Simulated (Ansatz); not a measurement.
C3H4O3Zn, SMILES `[OH][Zn-]1[O]C=CC=[O+]1`, relaxed with RKS PBE0-D4/def2-TZVP in the Gaussian-basis code of Ansatz from a GFN2-xTB geometry. The force threshold is 0.005 eV/Å; the program also tests the step.

Total charge 0; spin multiplicity 1.

Start:

```xyz
11

O     1.250   -1.843   -2.404
Zn    0.656   -0.795   -1.190
O    -0.645   -1.193    0.134
C    -1.001   -0.344    0.994
C    -0.541    0.960    1.133
C     0.415    1.521    0.296
O     0.999    0.974   -0.678
H     0.869   -2.720   -2.416
H    -1.762   -0.686    1.710
H    -0.947    1.565    1.926
H     0.708    2.562    0.495
```

Q: By how much does the energy fall, and how many steps does the optimiser take? (Best estimate.)

A: Ansatz gave: 14.21 kJ/mol, in 7 steps.

Q: Which bonds change most? (Best estimate.)

A: The calculation gave: O1–Zn2 from 1.711 to 1.794 Å; Zn2–O7 from 1.874 to 1.938 Å; Zn2–O3 from 1.899 to 1.953 Å; C5–H10 from 1.077 to 1.082 Å.

Q: Give the relaxed structure. (Best estimate.)

A: Computed: 
```xyz
11

O     1.321   -1.865   -2.507
Zn    0.630   -0.868   -1.185
O    -0.701   -1.202    0.204
C    -1.034   -0.322    1.046
C    -0.550    0.979    1.148
C     0.412    1.525    0.303
O     0.993    0.964   -0.666
H     0.958   -2.751   -2.545
H    -1.793   -0.631    1.776
H    -0.947    1.605    1.936
H     0.709    2.565    0.491
```
